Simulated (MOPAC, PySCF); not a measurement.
C$_{4}$H$_{4}$, SMILES `C#CC=C`, neutral singlet in the gas phase. 

Cartesian coordinates (Å):
```xyz
8

C      1.7582     1.1225     0.3407
C      0.8414     0.3548     0.2975
C     -0.2352    -0.5762     0.2683
C     -1.2949    -0.4604    -0.5209
H      2.5700     1.8075     0.3752
H     -0.1533    -1.4200     0.9443
H     -1.4024     0.3707    -1.2044
H     -2.0838    -1.1989    -0.5007
```
Charge 0, spin multiplicity 1.

All levels are single points at this geometry (CAM-B3LYP-D3(BJ)/def2-TZVP); Pople sets use spherical d functions. Orbital energies aren't observables, and empty levels follow the basis.

```
level                                HOMO (eV)  LUMO (eV)  gap (eV)  dipole (D)  vertical IE, Delta-SCF (eV)
-----------------------------------  ---------  ---------  --------  ----------  ---------------------------
CAM-B3LYP-D3(BJ)/def2-TZVP in PySCF      -8.49       0.19      8.68        0.44                            –
PBE-D3(BJ)/def2-TZVP in PySCF            -6.18      -1.88      4.30        0.39                            –
TPSSh-D3(BJ)/def2-TZVP in PySCF          -6.58      -1.32      5.26        0.41                            –
B3LYP/3-21G in PySCF                     -6.75      -0.57      6.19        0.37                            –
B3LYP/6-31G* in PySCF                    -6.61      -0.60      6.01        0.33                         9.15
BP86/6-31G* in PySCF                     -5.88      -1.50      4.38        0.31                            –
M06-2X/6-31G* in PySCF                   -8.08       0.47      8.54        0.35                            –
PBE/6-31G* in PySCF                      -5.79      -1.40      4.38        0.31                         9.14
SVWN5/6-31G* in PySCF                    -5.94      -1.59      4.34        0.31                         9.38
HF/6-31G* in PySCF                       -9.23       3.49     12.72        0.45                            –
HF/STO-3G in PySCF                       -7.76       6.98     14.74        0.32                            –
AM1 in MOPAC                             -9.88       0.56     10.44        0.22                            –
PM6 in MOPAC                            -10.10       0.29     10.39        0.46                            –
```
